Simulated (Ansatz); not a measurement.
Geometry optimisation, RKS BLYP-D4/def2-SVP in Ansatz.

input.yaml

```yaml
crystal:
  periodic: [false, false, false]
  atoms:
    - { symbol: Ti, position_ang: [-0.047442, 0.534657, 0.822472] }
    - { symbol: Cl, position_ang: [2.428268, 0.030126, 1.061218] }
    - { symbol: C, position_ang: [-0.242276, -0.512397, -0.908198] }
    - { symbol: H, position_ang: [0.82309, -0.770424, -0.880626] }
    - { symbol: F, position_ang: [-0.473125, 2.197675, 0.498784] }
    - { symbol: F, position_ang: [-1.103372, -0.184399, 2.013607] }
    - { symbol: H, position_ang: [-0.497002, 0.111633, -1.785623] }
    - { symbol: H, position_ang: [-0.888041, -1.406771, -0.821633] }
basis:
  gaussian: { orbitals: def2-SVP }
hamiltonian:
  xc: blyp
  dispersion: d4
relax:
  f_tol: 0.03
  max_steps: 50
```

Launched with:

```bash
$ ansatz run input.yaml --threads 2 --pin off --max-ram 3072MiB --backend cpu --events-out ev --progress --plain --runs-dir out
```

Q: Where does it end, and by what steps?

A: It converged. The force dipped under the threshold on the way, but the program's further checks kept it going. After 17 steps the energy has fallen by 0.681 eV; H4 moved furthest, 0.89 Å.

| step | energy less start (eV) | largest force component (eV/Å) | accepted |
| --- | --- | --- | --- |
| 0 | 0.0000 | 2.275 | yes |
| 1 | -0.4850 | 0.457 | yes |
| 2 | -0.6116 | 0.449 | yes |
| 3 | -0.6350 | 0.451 | yes |
| 4 | -0.6420 | 0.074 | yes |
| 5 | -0.6421 | 0.037 | yes |
| 6 | -0.6432 | 0.006 | yes |
| 7 | -0.6437 | 0.029 | yes |
| 8 | -0.6261 | 0.622 | no |
| 9 | -0.6456 | 0.158 | yes |
| 10 | -0.6481 | 0.220 | yes |
| 11 | -0.6540 | 0.249 | yes |
| 12 | -0.6698 | 0.060 | yes |
| 13 | -0.6778 | 0.015 | yes |
| 14 | -0.6506 | 0.721 | no |
| 15 | -0.6797 | 0.105 | yes |
| 16 | -0.6807 | 0.055 | yes |
| 17 | -0.6812 | 0.016 | yes |

```xyz
8
Properties=species:S:1:pos:R:3
Ti 0.088 0.522 0.811
Cl 2.041 -0.120 1.614
C -0.195 -0.540 -0.930
H 0.639 -0.319 -1.628
F 0.059 2.213 0.350
F -1.254 0.096 1.855
H -1.162 -0.228 -1.380
H -0.217 -1.624 -0.693
```

Time of the run: 32 s on 2 threads of Intel(R) Xeon(R) Platinum 8488C (Sapphire Rapids), on a shared host, peak memory 0.19 GiB.
